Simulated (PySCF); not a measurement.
**Orbital picture of ZnS⁺**

PBE at R = 2.138 Å; PySCF, no relativity, basis sets Zn 6-31G(d,p), S 6-31G(d,p). State: ²Π (doublet), unpaired electrons π ↑. Only the outer orbitals are listed, counted within each symmetry.

```csv
spin,orbital,occ.,ε (eV),on Zn (%),main shells (%)
α,10σ,1,-18.26,91,90 Zn d
α,4π,1,-18.14,98,98 Zn d
α,4π,1,-18.04,98,98 Zn d
α,1δ,1,-17.86,100,100 Zn d
α,1δ,1,-17.86,100,100 Zn d
α,11σ,1,-14.75,48,"48 S p, 41 Zn s"
α,5π,1,-13.62,6,94 S p
α,5π,1,-12.41,8,92 S p
α,12σ,0,-11.03,76,"52 Zn s, 24 S p, 23 Zn p"
α,6π,0,-6.98,96,96 Zn p
α,6π,0,-6.77,94,94 Zn p
β,10σ,1,-18.18,92,90 Zn d
β,4π,1,-18.08,99,99 Zn d
β,4π,1,-18.04,99,99 Zn d
β,1δ,1,-17.86,100,100 Zn d
β,1δ,1,-17.86,100,100 Zn d
β,11σ,1,-14.45,50,"46 Zn s, 44 S p"
β,5π,1,-12.03,9,91 S p
β,5π,0,-11.74,10,"90 S p, 9 Zn p"
β,12σ,0,-10.91,72,"46 Zn s, 27 S p, 26 Zn p"
β,6π,0,-6.79,93,93 Zn p
```

Problem. Which are the highest filled and the lowest empty level, where do they sit, and how wide is the gap?

Solution. Highest filled β 5π at -12.03 eV (in %: 91 S p); lowest empty β 5π at -11.74 eV (in %: 90 S p, 9 Zn p); the gap at PBE is 0.29 eV. Both belong to one degenerate shell, split only by its one-sided filling, so this is no excitation gap.

The bond order (Mayer) is 1.37, the ⟨S²⟩ is 0.756 and the charge on Zn (Mulliken, basis-dependent) is 0.86. The charge on Zn (Löwdin, basis-dependent) is 0.80 and the dipole moment (positive dipole points towards S; it is taken about the centre of mass and depends on that origin) is -3.62 D. The polarisability along the bond is 54.8 bohr³ and the polarisability across the bond is 22.6 bohr³.

The state was picked by a PBE0 search and need not be the measured ground state.
